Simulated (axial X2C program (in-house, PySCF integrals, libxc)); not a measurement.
What spin–orbit coupling does to AsI

All values were computed with an in-house all-electron X2C program for linear molecules (integrals from PySCF). Spin-free means the one-electron spin-free X2C Hamiltonian; two-component (2c) means X2C with spin–orbit coupling and atomic mean-field two-electron Coulomb and Gaunt terms, so the difference of the two also holds small scalar two-electron terms. Basis: I dyall-cv3z [11s12p8d4f1g], As dyall-cv3z [9s9p6d4f1g] (cores contracted in-house); Gaussian nuclei, density fitting, unrestricted open shells. Masses: I 126.904 u, As 74.922 u.

Spin-free state: M_S = 1, Λ = 0 (beyond evenly filled blocks: π+α, π-α); fragments I + As.

```csv
level,Re (Å),ωe (cm⁻¹),De (eV),μ (D)
PBE0,2.488,260.3,2.446,0.66
M06,2.493,259.4,2.482,0.52
LDA,2.463,266.6,3.241,0.20
PBE,2.507,251.3,2.663,0.44
```

Dipoles are positive if As is the positive end.

Two-component determinant lowest at the distance of the search:

Ω = 1 (⟨Sz⟩ = 1.00, ⟨Lz⟩ = 0.00 at PBE0); fragments I + As.

| level | Re (Å) | ωe (cm⁻¹) | De (eV) | μ (D) |
| --- | --- | --- | --- | --- |
| PBE0 | 2.493 | 257.2 | 2.190 | 0.61 |
| M06 | 2.498 | 256.4 | 2.196 | 0.47 |
| LDA | 2.468 | 263.2 | 2.931 | 0.16 |
| PBE | 2.513 | 247.9 | 2.400 | 0.40 |

(1) From the two tables, how do the constants change at the PBE0 level (2c against spin-free)?

The state is a single determinant with fixed occupations, the lowest that a limited PBE0 search found. Dissociation energies refer to the lowest single-determinant-based atoms at the same level and basis. Density functionals use the spin component along the axis (collinear). PBE0 can misorder states that lie within some tenths of an eV, so this need not be the ground state of the molecule. The nearest other spin-free determinant of the search, M_S = 0, Λ = 2, lies 0.84 eV up at the distance of the search. The functionals have no current-density term, which raises determinants with orbital currents, atoms included. With several unpaired electrons one determinant need not be a pure state. Open-shell Ω = 0 determinants with evenly filled partner blocks cannot be reached by this program, so the Ω shown need not be the lowest component. This is the Ω = 1 component of a π² triplet; the 0⁺ component is not one determinant and can lie lowest.

Results:

(1) At the PBE0 level Re goes up by 0.005 Å and ωe falls by 3.1 cm⁻¹; De changes by -0.256 eV.
